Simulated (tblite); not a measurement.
Compound: C5H11NSi.
SMILES with atom numbers: `[CH3:1]/[CH:2]=[C:3]([CH3:4])\[CH:5]=[N:6]/[SiH3:7]` (hydrogens: H8, H9, H10 on C1; H11 on C2; H12, H13, H14 on C4; H15 on C5; H16, H17, H18 on Si7)

Computed with GFN2-xTB (tblite), gas phase: Langevin dynamics at 300 K from the optimised GFN2-xTB geometry, time step 0.5 fs, friction 0.01 fs⁻¹, 2000 steps. Over the second half of the run the saved frames average 289 K.

The optimised geometry, where the run starts:
```
atom  x, y, z in Å
C1     -2.629   -1.170   -0.148
C2     -1.835    0.069   -0.407
C3     -0.511    0.228   -0.262
C4      0.139    1.549   -0.537
C5      0.337   -0.876    0.179
N6      1.550   -0.872    0.502
Si7     2.953    0.061    0.733
H8     -2.692   -1.368    0.922
H9     -2.179   -2.041   -0.620
H10    -3.640   -1.056   -0.531
H11    -2.416    0.928   -0.721
H12     0.983    1.418   -1.212
H13    -0.568    2.244   -0.983
H14     0.518    1.979    0.388
H15    -0.170   -1.843    0.232
H16     3.884   -0.540   -0.222
H17     2.981    1.522    0.548
H18     3.285   -0.224    2.128
```

t = 25 fs, T = 189 K, E(pot) 0.263 eV above the start
```
atom  x, y, z in Å  |  force x, y, z in eV/Å
C1     -2.573   -1.220   -0.116    0.506  -0.888   0.676
C2     -1.817    0.027   -0.389    1.007   0.865  -0.370
C3     -0.469    0.233   -0.249   -1.728  -0.096  -0.145
C4      0.113    1.573   -0.566   -0.767   0.632  -0.084
C5      0.318   -0.875    0.225    0.417  -1.179  -0.261
N6      1.554   -0.977    0.476   -0.435   0.274  -0.108
Si7     2.902    0.053    0.664    0.487   0.159  -1.120
H8     -2.268   -1.567    0.912   -0.495  -0.014  -1.010
H9     -2.394   -2.054   -0.856   -0.011   0.917   0.736
H10    -3.631   -1.009   -0.106   -0.258  -0.037  -0.006
H11    -2.415    0.892   -0.715    0.247  -0.481   0.053
H12     0.944    1.503   -1.258    0.209  -0.090   0.187
H13    -0.656    2.214   -1.058    0.430  -0.448   0.344
H14     0.402    2.083    0.361    0.180  -0.156  -0.305
H15    -0.266   -1.835    0.278    0.561   0.716   0.084
H16     3.984   -0.411   -0.291   -0.698   0.158   0.448
H17     2.794    1.522    0.505    0.054  -0.192   0.003
H18     3.233   -0.237    2.016    0.294  -0.138   0.880
```

t = 75 fs, T = 136 K, E(pot) 0.437 eV above the start
```
atom  x, y, z in Å  |  force x, y, z in eV/Å
C1     -2.678   -1.262    0.222   -1.420   1.957  -0.099
C2     -1.928   -0.004   -0.199   -0.569  -2.390   0.737
C3     -0.624    0.088   -0.320    1.796   1.326   0.293
C4      0.039    1.433   -0.539    1.098  -0.876  -1.000
C5      0.323   -0.986    0.007   -0.515   0.345   0.158
N6      1.502   -0.931    0.412    1.232   0.524  -0.290
Si7     2.915    0.063    0.569   -0.654  -1.872   0.449
H8     -2.115   -1.887    0.864    0.495  -0.732   0.071
H9     -3.095   -1.722   -0.674    0.256  -0.378   0.196
H10    -3.568   -0.917    0.820    0.687  -0.324  -0.483
H11    -2.537    0.824   -0.336   -0.891   1.360  -0.384
H12     0.995    1.217   -1.052   -0.369   0.206   0.039
H13    -0.472    2.152   -1.145   -0.724   0.087  -0.276
H14     0.319    1.915    0.370   -0.040   0.141   0.837
H15    -0.120   -1.960   -0.006   -0.335  -0.782  -0.035
H16     3.950   -0.559   -0.247   -0.050  -0.202  -0.183
H17     2.950    1.428    0.257   -0.042   1.542  -0.260
H18     3.201   -0.165    1.974    0.044   0.068   0.230
```

t = 100 fs, T = 226 K, E(pot) 0.494 eV above the start
```
atom  x, y, z in Å  |  force x, y, z in eV/Å
C1     -2.784   -1.228    0.292    0.249   0.093   1.179
C2     -1.935   -0.079   -0.157    0.572  -0.265  -0.092
C3     -0.583    0.042   -0.199   -0.735   1.449  -0.888
C4      0.080    1.381   -0.600   -1.937   0.441   0.591
C5      0.343   -1.029    0.037    1.106   1.120   0.525
N6      1.577   -0.918    0.279   -0.687  -0.657   0.011
Si7     2.923    0.024    0.572    1.342   1.016  -1.334
H8     -2.238   -2.019    0.830   -0.034   0.142  -0.690
H9     -3.404   -1.604   -0.512    0.167  -0.223  -0.202
H10    -3.490   -0.853    1.052    0.097   0.099  -0.254
H11    -2.573    0.740   -0.463    0.297   0.303  -0.011
H12     0.917    1.286   -1.237    0.747  -0.566  -0.532
H13    -0.636    2.059   -1.148    0.448  -0.721   0.771
H14     0.427    1.893    0.313   -0.277  -0.174  -0.351
H15    -0.015   -2.009    0.006   -0.835  -1.564  -0.050
H16     3.951   -0.732   -0.338   -0.716   0.712   0.791
H17     2.893    1.544    0.090    0.211  -1.206   0.535
H18     3.192   -0.057    2.000   -0.016   0.001   0.001
```

t = 200 fs, T = 281 K, E(pot) 0.505 eV above the start
```
atom  x, y, z in Å  |  force x, y, z in eV/Å
C1     -2.582   -1.508    0.544   -0.104  -0.671   1.110
C2     -1.927   -0.271    0.011   -2.019  -0.521   0.586
C3     -0.638   -0.099   -0.207    0.388   0.289  -0.542
C4     -0.114    1.224   -0.654   -0.057   1.101  -0.609
C5      0.316   -1.189   -0.088    1.124  -0.161   1.102
N6      1.513   -1.038    0.309   -0.481  -0.452  -0.923
Si7     2.881   -0.055    0.379    0.469   0.973   1.726
H8     -2.024   -2.452    0.574    0.422   0.528  -0.294
H9     -3.504   -1.766    0.061   -0.504   0.261  -0.657
H10    -2.891   -1.374    1.602    0.282   0.345  -0.357
H11    -2.670    0.551   -0.073    0.795  -0.408  -0.023
H12     0.348    1.064   -1.651   -0.092   0.320   0.546
H13    -0.939    1.998   -0.779    0.964  -1.026   0.253
H14     0.659    1.637    0.028   -0.596  -0.344  -0.451
H15    -0.012   -2.249   -0.169   -0.119   0.708  -0.036
H16     3.813   -0.365   -0.643    0.383  -0.646  -0.824
H17     3.005    1.441    0.338   -0.484  -0.163  -0.026
H18     3.451   -0.311    1.751   -0.369  -0.133  -0.582
```

t = 450 fs, T = 210 K, E(pot) 0.505 eV above the start
```
atom  x, y, z in Å  |  force x, y, z in eV/Å
C1     -2.046   -2.052    1.159    1.179  -0.727   1.292
C2     -1.631   -0.958    0.303    0.397   1.960  -1.535
C3     -0.436   -0.562   -0.223   -0.051  -1.226   1.551
C4     -0.309    0.686   -1.006    1.649  -0.232  -0.560
C5      0.819   -1.324    0.097    0.132   1.019  -0.533
N6      2.025   -0.962    0.237   -1.017   0.107   0.034
Si7     3.183    0.314    0.397    0.248  -1.707  -0.738
H8     -1.163   -2.611    1.489   -0.295  -0.228  -0.028
H9     -2.760   -2.711    0.709   -0.307  -0.313  -0.446
H10    -2.515   -1.651    2.055   -0.092   0.083   0.101
H11    -2.488   -0.294    0.104    0.392  -0.107  -0.268
H12    -0.590    0.532   -2.044   -0.513   0.124   0.021
H13    -0.839    1.442   -0.500   -0.762   1.048   0.027
H14     0.757    0.993   -1.077   -0.468  -0.193   0.301
H15     0.594   -2.375    0.109    0.237  -0.728   0.222
H16     4.281   -0.497    1.023   -0.247   0.387  -0.251
H17     3.530    0.676   -1.013   -0.122   0.048   0.547
H18     2.946    1.402    1.289   -0.359   0.686   0.263
```

t = 575 fs, T = 234 K, E(pot) 0.698 eV above the start
```
atom  x, y, z in Å  |  force x, y, z in eV/Å
C1     -2.117   -1.573    1.296    1.681  -0.550  -0.221
C2     -1.653   -0.718    0.142    0.142  -0.569   1.372
C3     -0.350   -0.615   -0.177   -1.696   2.503  -2.328
C4     -0.099    0.288   -1.443   -0.002  -1.322   1.957
C5      0.702   -1.183    0.578    1.493  -0.363  -0.351
N6      1.932   -0.877    0.572    0.317   0.957   0.161
Si7     2.951    0.420   -0.058   -0.734  -1.069   0.029
H8     -1.557   -2.571    1.274   -1.223   1.167   0.035
H9     -3.168   -1.621    1.256   -1.103  -0.743  -0.088
H10    -1.889   -1.119    2.255    0.262   0.160   0.133
H11    -2.460   -0.127   -0.285    0.483  -0.197  -0.369
H12     0.298   -0.305   -2.209    1.281  -0.896  -0.870
H13    -0.987    0.622   -1.874   -1.914   0.529  -0.156
H14     0.473    1.153   -1.254    0.953   0.607   0.371
H15     0.430   -2.060    1.154    0.001  -0.195   0.269
H16     4.213    0.331    0.677    0.003  -0.228  -0.037
H17     3.014    0.002   -1.483    0.245   0.406   0.301
H18     2.534    1.817    0.182   -0.189  -0.197  -0.207
```

t = 625 fs, T = 234 K, E(pot) 1.002 eV above the start
```
atom  x, y, z in Å  |  force x, y, z in eV/Å
C1     -2.103   -1.437    1.405   -0.795   4.317  -0.165
C2     -1.641   -0.794    0.096    2.011  -1.110   2.013
C3     -0.299   -0.659   -0.160   -3.170   0.019  -1.435
C4      0.043    0.035   -1.476    0.864  -0.036  -0.776
C5      0.690   -1.228    0.728   -0.777   0.215  -0.431
N6      1.896   -0.943    0.678    2.295   1.167   0.085
Si7     2.853    0.358   -0.022   -0.643   0.212   0.667
H8     -1.840   -2.394    1.449    0.847  -3.925   0.123
H9     -3.172   -1.296    1.437   -0.384  -0.319   0.197
H10    -1.711   -0.940    2.308    0.066   0.013  -0.418
H11    -2.502   -0.597   -0.477   -0.024   0.700  -1.125
H12     1.073   -0.303   -1.885   -1.776   0.676   0.759
H13    -0.700   -0.146   -2.335    0.861   0.163   1.594
H14     0.052    1.133   -1.237    0.204  -0.985  -0.595
H15     0.379   -1.990    1.454   -0.048   0.113  -0.290
H16     4.087    0.253    0.770   -0.267   0.164  -0.022
H17     3.126    0.096   -1.408    0.309  -0.225  -0.538
H18     2.253    1.811   -0.108    0.426  -1.160   0.360
```

t = 800 fs, T = 222 K, E(pot) 0.635 eV above the start
```
atom  x, y, z in Å  |  force x, y, z in eV/Å
C1     -2.099   -1.572    1.354    1.534  -0.231  -0.339
C2     -1.634   -0.898    0.079   -0.944  -0.879   0.638
C3     -0.400   -0.751   -0.385    0.311   0.901  -0.761
C4     -0.081    0.147   -1.564   -0.080  -2.423  -1.939
C5      0.723   -1.330    0.328    0.875   0.333   0.635
N6      1.920   -0.946    0.437    0.207   0.254  -0.005
Si7     3.243    0.155    0.325   -0.232  -0.434   0.522
H8     -1.439   -2.431    1.693   -1.040   0.926  -0.481
H9     -3.134   -1.808    1.240   -0.429  -0.699   0.020
H10    -2.059   -0.806    2.108    0.154   0.244   0.600
H11    -2.501   -0.529   -0.441    0.136   0.487  -0.414
H12     0.653   -0.406   -2.260   -0.775   0.884   1.097
H13    -0.911    0.441   -2.226   -0.188  -0.548   0.528
H14     0.317    1.048   -1.253    1.208   1.520   0.797
H15     0.436   -2.187    0.947    0.092  -0.196  -0.102
H16     3.095    1.033    1.581   -0.048  -0.460  -1.036
H17     4.574   -0.548    0.511   -0.729   0.134  -0.080
H18     3.321    0.751   -1.028   -0.056   0.189   0.320
```

t = 825 fs
```
atom  x, y, z in Å
C1     -2.153   -1.650    1.215
C2     -1.634   -0.800    0.085
C3     -0.347   -0.729   -0.324
C4      0.023    0.127   -1.478
C5      0.765   -1.327    0.398
N6      1.988   -0.975    0.550
Si7     3.242    0.125    0.201
H8     -1.500   -2.457    1.508
H9     -3.134   -2.007    0.899
H10    -2.325   -1.005    2.094
H11    -2.496   -0.371   -0.452
H12     0.693   -0.465   -2.224
H13    -0.811    0.549   -2.120
H14     0.586    1.017   -1.103
H15     0.514   -2.304    0.902
H16     3.185    1.122    1.232
H17     4.379   -0.822    0.209
H18     3.433    1.050   -1.000
```

Task: Estimate the potential energy and the forces of this last frame.

Result: 0.523 eV above the start.

| atom | Fx (eV/Å) | Fy (eV/Å) | Fz (eV/Å) |
| --- | --- | --- | --- |
| C1 | -0.304 | 0.938 | 0.044 |
| C2 | 0.061 | -1.044 | 0.011 |
| C3 | -1.016 | 0.665 | -0.126 |
| C4 | 0.882 | 0.689 | -2.033 |
| C5 | 1.414 | -0.659 | 0.805 |
| N6 | -1.792 | -0.357 | -0.553 |
| Si7 | 0.307 | 0.059 | -0.818 |
| H8 | 0.067 | -0.127 | -0.035 |
| H9 | 0.122 | -0.297 | 0.214 |
| H10 | 0.102 | -0.259 | -0.206 |
| H11 | 1.009 | 0.208 | -0.007 |
| H12 | -0.860 | 1.019 | 1.336 |
| H13 | 0.589 | -0.719 | 1.043 |
| H14 | -0.154 | -0.763 | -0.411 |
| H15 | 0.080 | 0.820 | -0.211 |
| H16 | 0.002 | 0.190 | 0.662 |
| H17 | -0.194 | 0.281 | -0.002 |
| H18 | -0.317 | -0.644 | 0.289 |

The bond farthest from its length at the start is C4–H12 (1.165 against 1.088 Å), and half the difference of its two atoms' forces along it is -1.66 eV/Å (positive lengthens). The largest atomic force is 2.32 eV/Å.

What follows is the cost of the whole dynamics run. Hardware: Arm Neoverse N1, one thread, shared host with 64 logical CPUs at a one-minute load of 61. Cost: 23 s, 0.18 GiB resident at most.
